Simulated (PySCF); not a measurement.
Cd(F)(SiH3), SMILES [Cd]([F])[SiH3] (H3CdFSi) at its B3LYP/def2-SVP optimised geometry (Å):

```
6

Cd     0.5298    -0.2570     0.0000
F      2.4823    -0.2570     0.0000
Si    -1.9538    -0.2559    -0.0089
H     -2.4823    -0.7630     1.2915
H     -2.4697    -1.1297    -1.1036
H     -2.4661     1.1297    -0.2238
```

Calculation: B3LYP/def2-TZVP, def2 effective core potentials past Kr run with PySCF 2.14.0. The core electrons that the potentials of Cd replace are not part of the density. Cells within 0.4 Å of a nucleus heavier than hydrogen are left out (blank, or x).

Map of the electron localisation function on the plane z = 0.0 Å:

```
|000000000000000000000000000|
|000000000000000000000000000|
|000000000000000000000000000|
|000000000000000000000000000|
|000000000000000000000000000|
|000012320000000000000000000|
|000389984000000000000000000|
|003999998200000000000000000|
|007999999400011100000000000|
|018999999411221110000100000|
|016999999533322110023321000|
|003899998555223321156642000|
|001378300286246641378864100|
|0001211xx08627xx7148xx85100|
|0001213xx08527xx7157xx85200|
|000123043086257761388874100|
|000134311376224431267753100|
|000123432255322210134431000|
|000012221123321110011110000|
|000001110001221100000000000|
|000000000000010000000000000|
|000000000000000000000000000|
|000000000000000000000000000|
|000000000000000000000000000|
|000000000000000000000000000|
|000000000000000000000000000|
|000000000000000000000000000|
```
Scale: ten equal steps from 0.000 (start of '0') to 1.000 (end of '9'), in the order '0123456789'; x runs from -4.50 to 4.50, y from -4.50 (bottom) to 4.50 (top).
